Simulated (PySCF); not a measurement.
# Electron correlation in Ne (neon, neutral)

[Ne], closed-shell 1S. Calculation: PySCF 2.14, in aug-cc-pVDZ; no relativity, point nucleus. Frozen: 1s2; 8 electrons correlated.

MP2 pair energies summed by pair of shells (mhartree):

```csv
pair,energy,share (%)
2p-2p,-158.01,76.4
2s-2p,-41.25,19.9
2s-2s,-7.61,3.7
```

Total MP2 correlation energy: -206.87 mhartree.

Same-spin part -56.74 and opposite-spin part -150.14 mhartree; SCS-MP2 scales them by 1/3 and 6/5 to -199.08 mhartree.

```
  level  correlation energy (mhartree)
   CCSD                        -210.15
    (T)                          -2.79
CCSD(T)                        -212.94
```

Diagnostics: T1 = 0.0094, D1 = 0.0148, largest double amplitude 0.034.

Is a single reference adequate?

Yes: T1 lies below 0.03 and no double amplitude reaches 0.07.
